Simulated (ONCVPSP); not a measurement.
**An all-electron radial function and its pseudo partner (Al)**

Columns: radius, all-electron u(r) and pseudo u(r) of the 3s shell (level -7.75 eV) of aluminium in the configuration [Ne] 3s2 3p1; PBE, scalar-relativistic, ONCV scheme, ONCVPSP 4.0.1.

```
r (bohr)  all-electron  pseudo
   0.098        0.1216  0.0092
   0.195       -0.0701  0.0202
   0.292       -0.2268  0.0349
   0.390       -0.2924  0.0547
   0.488       -0.2798  0.0805
   0.585       -0.2168  0.1123
   0.682       -0.1258  0.1501
   0.780       -0.0213  0.1941
   0.878        0.0850  0.2429
   0.975        0.1857  0.2947
   1.072        0.2781  0.3485
   1.170        0.3612  0.4030
   1.268        0.4332  0.4559
   1.365        0.4936  0.5049
   1.463        0.5444  0.5493
   1.560        0.5852  0.5871
   1.658        0.6178  0.6184
   1.755        0.6422  0.6423
   1.852        0.6593  0.6593
   1.950        0.6699  0.6699
   2.047        0.6746  0.6746
   2.145        0.6742  0.6742
   2.242        0.6693  0.6693
   2.340        0.6606  0.6606
   2.438        0.6487  0.6487
   2.535        0.6343  0.6343
```

**Question.** How many radial nodes do the two functions have?

**Answer.** The all-electron 3s function has n − l − 1 = 2; the pseudo-wave has 0, since the states of the same l below it are removed with the core.

**Question.** At about which radius was the pseudo-wave matched?

**Answer.** 1.95 bohr. The columns agree to 0.0005 from 1.75 bohr on; several derivatives are matched, so the curves merge somewhat inside the radius.

**Question.** Is the pseudo-wave norm-conserving?

**Answer.** Yes: the ONCV scheme keeps the norm inside the radius equal to the all-electron one, which fixes the energy derivative of the logarithmic derivative at the level.
